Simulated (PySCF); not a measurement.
CH3Cd, charge +1, singlet, at a GFN2-xTB geometry (such geometries of metal compounds can be far from the true shape) (core potentials on Cd); BLYP/def2-SVP run with PySCF.

Input for PySCF:
```python
from pyscf import gto, scf, dft

mol = gto.M(
    atom='''
Cd   -0.24990741   -0.15685804   -0.19594938
C     1.26333355    0.79294976    0.99056455
H     1.79956127   -0.02050473    1.49205259
H     0.72593198    1.44551340    1.68777248
H     1.89006125    1.34647864    0.28235779
''',
    basis='def2-svp',
    ecp={'Cd': 'def2-svp'},
    charge=1,
    verbose=4,
)

mf = dft.RKS(mol)
mf.xc = 'blyp'
mf.kernel()
```

Task: What does PySCF print? Leave out banner, timings and long lists.

Result: 
```
PySCF version 2.14.0

[INPUT] verbose = 4
[INPUT] num. atoms = 5
[INPUT] num. electrons = 28
[INPUT] charge = 1
[INPUT] spin (= nelec alpha-beta = 2S) = 0
[INPUT] symmetry False subgroup None
[INPUT] Mole.unit = angstrom
[INPUT] Symbol           X                Y                Z      unit          X                Y                Z       unit  Magmom
[INPUT]  1 Cd    -0.249907410000  -0.156858040000  -0.195949380000 AA   -0.472256561399  -0.296418736036  -0.370290662478 Bohr   0.0
[INPUT]  2 C      1.263333550000   0.792949760000   0.990564550000 AA    2.387354413475   1.498457876940   1.871895708203 Bohr   0.0
[INPUT]  3 H      1.799561270000  -0.020504730000   1.492052590000 AA    3.400677944674  -0.038748323958   2.819570758548 Bohr   0.0
[INPUT]  4 H      0.725931980000   1.445513400000   1.687772480000 AA    1.371812627263   2.731624435389   3.189427747778 Bohr   0.0
[INPUT]  5 H      1.890061250000   1.346478640000   0.282357790000 AA    3.571698121153   2.544475862177   0.533578892237 Bohr   0.0

nuclear repulsion = 51.1118528959537
number of shells = 26
number of NR pGTOs = 102
number of NR cGTOs = 60
basis = def2-svp
ecp = {'Cd': 'def2-svp'}

******** <class 'pyscf.dft.rks.RKS'> ********
method = RKS
initial guess = minao
damping factor = 0
level_shift factor = 0
DIIS = <class 'pyscf.scf.diis.CDIIS'>
diis_start_cycle = 1
diis_space = 8
diis_damp = 0
SCF conv_tol = 1e-09
SCF conv_tol_grad = None
SCF max_cycles = 50
direct_scf = True
direct_scf_tol = 1e-13
XC library pyscf.dft.libxc version 7.1.2
    S. Lehtola, C. Steigemann, M. J. T. Oliveira, and M. A. L. Marques,  SoftwareX 7, 1–5 (2018)
XC functionals = blyp
    A. D. Becke,  Phys. Rev. A 38, 3098 (1988)
    C. Lee, W. Yang, and R. G. Parr,  Phys. Rev. B 37, 785 (1988)
    B. Miehlich, A. Savin, H. Stoll, and H. Preuss,  Chem. Phys. Lett. 157, 200 (1989)
radial grids:
    Treutler-Ahlrichs [JCP 102, 346 (1995); DOI:10.1063/1.469408] (M4) radial grids

becke partition: Becke, JCP 88, 2547 (1988); DOI:10.1063/1.454033
pruning grids: <function nwchem_prune>
grids dens level: 3
symmetrized grids: False
atomic radii adjust function: <function treutler_atomic_radii_adjust>
small_rho_cutoff = 0
Set gradient conv threshold to 3.16228e-05
Initial guess from minao.
tot grids = 65936
init E= -193.551835100249
  HOMO = -0.763742385518914  LUMO = -0.670109105728255  gap/eV = 2.54789
cycle= 1 E= -206.329880391999  delta_E= -12.8  |g|= 1.81  |ddm|= 4.73

WARN: HOMO -0.140546270566039 == LUMO -0.140545785307652

cycle= 2 E= -185.095304258322  delta_E= 21.2  |g|= 8.65  |ddm|= 18.9
  HOMO = -0.484816169513106  LUMO = -0.356931203806125  gap/eV = 3.47993
cycle= 3 E= -207.148584070847  delta_E= -22.1  |g|= 0.706  |ddm|= 18.1
  HOMO = -0.490461089689333  LUMO = -0.357902487494629  gap/eV = 3.60710
cycle= 4 E= -207.221947727132  delta_E= -0.0734  |g|= 0.225  |ddm|= 0.542
  HOMO = -0.476270126257399  LUMO = -0.353613634859443  gap/eV = 3.33765
cycle= 5 E= -207.225694479092  delta_E= -0.00375  |g|= 0.228  |ddm|= 0.72
  HOMO = -0.492694737103657  LUMO = -0.366584282419499  gap/eV = 3.43164
cycle= 6 E= -207.241473794773  delta_E= -0.0158  |g|= 0.0274  |ddm|= 0.241
  HOMO = -0.492339948716502  LUMO = -0.366374876294197  gap/eV = 3.42768
cycle= 7 E= -207.24184073649  delta_E= -0.000367  |g|= 0.00386  |ddm|= 0.0691
  HOMO = -0.492064569574143  LUMO = -0.366172056493488  gap/eV = 3.42571
cycle= 8 E= -207.241842720178  delta_E= -1.98e-06  |g|= 0.00172  |ddm|= 0.00491
  HOMO = -0.492030813164696  LUMO = -0.366202197268457  gap/eV = 3.42397
cycle= 9 E= -207.241843788305  delta_E= -1.07e-06  |g|= 0.000209  |ddm|= 0.00345
  HOMO = -0.492033508035133  LUMO = -0.366200943576205  gap/eV = 3.42408
cycle= 10 E= -207.241843797672  delta_E= -9.37e-09  |g|= 5.46e-05  |ddm|= 0.000208
  HOMO = -0.492036315464258  LUMO = -0.366200177837058  gap/eV = 3.42418
cycle= 11 E= -207.24184379876  delta_E= -1.09e-09  |g|= 8.92e-06  |ddm|= 0.000103
  HOMO = -0.492037010096979  LUMO = -0.366201283860036  gap/eV = 3.42416
cycle= 12 E= -207.241843798777  delta_E= -1.67e-11  |g|= 1.09e-06  |ddm|= 9.26e-06
  HOMO = -0.492036856475043  LUMO = -0.366201166786137  gap/eV = 3.42416
Extra cycle  E= -207.241843798778  delta_E= -1.08e-12  |g|= 1.72e-06  |ddm|= 2.96e-06
converged SCF energy = -207.241843798778
```
